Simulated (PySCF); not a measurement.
C₄H₈Si, SMILES C#C[SiH](C)C.

Geometry: B3LYP-D3(BJ)/def2-SVP.

Calculation: PBE/def2-TZVP run with PySCF.

Symmetry labels are those of the subgroup Cs that the program uses (full group Cs).

Computed valence orbital energies around the gap with their symmetry:
| orbital | symmetry | energy (eV) |
|---|---|---|
| HOMO−7 | A' | -10.09 |
| HOMO−6 | A" | -9.67 |
| HOMO−5 | A" | -9.61 |
| HOMO−4 | A' | -8.76 |
| HOMO−3 | A' | -7.94 |
| HOMO−2 | A" | -7.81 |
| HOMO−1 | A' | -6.75 |
| HOMO | A" | -6.74 |
| LUMO | A' | -0.78 |
| LUMO+1 | A" | -0.78 |
| LUMO+2 | A' | 0.53 |
| LUMO+3 | A" | 1.05 |
